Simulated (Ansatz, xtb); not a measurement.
**C5H7FO3: which of two isomers lies lower**

Structure X: `C[C@]1(F)COC(=O)CO1`, a singlet. Structure Y: `O=C(O)[C@@H]1OCC[C@H]1F`, a singlet. Both are isolated molecules in the gas phase, relaxed with r2SCAN-D4/def2-SVP, each in the lowest conformer that the search found.

X (Å):

```csv
atom,x (Å),y (Å),z (Å)
C,2.4413,1.6738,1.1850
C,1.1153,1.4085,0.5208
C,0.0590,0.8471,1.4553
C,-1.1744,0.2734,-0.5432
C,0.1404,0.3062,-1.3017
F,0.6127,2.6141,0.0194
O,-1.1621,0.5475,0.7781
O,-2.2075,0.0269,-1.1037
O,1.3162,0.5402,-0.5403
H,2.8790,0.7378,1.5579
H,2.3175,2.3822,2.0156
H,3.1187,2.1087,0.4375
H,-0.1900,1.5766,2.2397
H,0.4483,-0.0702,1.9291
H,0.0279,1.0688,-2.0933
H,0.2590,-0.6695,-1.7955
```

Y (Å):

```csv
atom,x (Å),y (Å),z (Å)
C,-0.8158,1.2960,1.2352
C,0.4561,1.8527,0.6067
C,0.9759,0.9278,-1.4663
C,1.4103,-0.0606,-0.3849
C,1.6059,0.8565,0.8089
F,2.8069,1.5363,0.6784
O,-1.6306,0.6169,0.6640
O,-0.8914,1.6175,2.5419
O,0.3061,1.9914,-0.7807
H,-1.6988,1.1947,2.8853
H,0.7061,2.8211,1.0727
H,1.8476,1.3416,-2.0054
H,0.2839,0.4845,-2.1992
H,0.6063,-0.7795,-0.1622
H,2.3303,-0.6123,-0.6271
H,1.5956,0.3582,1.7930
```

Task: Estimate E(Y) − E(X) at the level CCSD(T)/def2-SVP + ΔMP2/def2-TZVPP.

Result: Calculated at CCSD(T)/def2-SVP + ΔMP2/def2-TZVPP: E(Y) − E(X) = −2.2 kcal/mol, so structure Y lies lower.

The same difference at several levels:

```
                             level            geometry  E(Y) − E(X) (kcal/mol)  departure from the last row (kcal/mol)  job, with rough time for the two
                r2SCAN-D4/def2-SVP  r2SCAN-D4/def2-SVP                      +1.1                                    +3.3             optimisation, 3.7 min
                       HF/def2-SVP  r2SCAN-D4/def2-SVP                      +0.4                                    +2.6           part of the CCSD(T) run
                      MP2/def2-SVP  r2SCAN-D4/def2-SVP                      −2.7                                    −0.4           part of the CCSD(T) run
                  CCSD(T)/def2-SVP  r2SCAN-D4/def2-SVP                      −1.3                                    +0.9                      single point
CCSD(T)/def2-SVP + ΔMP2/def2-TZVPP  r2SCAN-D4/def2-SVP                      −2.2                                                     single point, 3.4 min
```

As drawn, Y has 1 C–C, 1 O–H in place of 1 C–O, 1 C–H. Structure X has a 6-membered ring, Y a 5-membered ring.

r2SCAN-D4/def2-SVP puts the two in the other order. HF/def2-SVP finds them nearly level. The largest departure from CCSD(T)/def2-SVP + ΔMP2/def2-TZVPP is that of r2SCAN-D4/def2-SVP, 3.3 kcal/mol. Levels run at GFN2-xTB geometries aren't shown. The last row adds to CCSD(T) the change of the MP2 difference between the two basis sets, here −0.9 kcal/mol.

With thermal terms from frequencies at re-optimised GFN2-xTB minima (ideal gas, soft modes damped towards free rotors, one conformer each, 298.15 K, 1 atm): on the last row, ΔE + ΔZPE = −1.4, ΔH = −1.5, ΔG = −1.7 kcal/mol.

The correlated steps freeze 9 core orbitals. Codes used: Ansatz 0.2.0, xtb 6.7.1; the last row on 4 threads of Arm Neoverse V1 on a shared host.
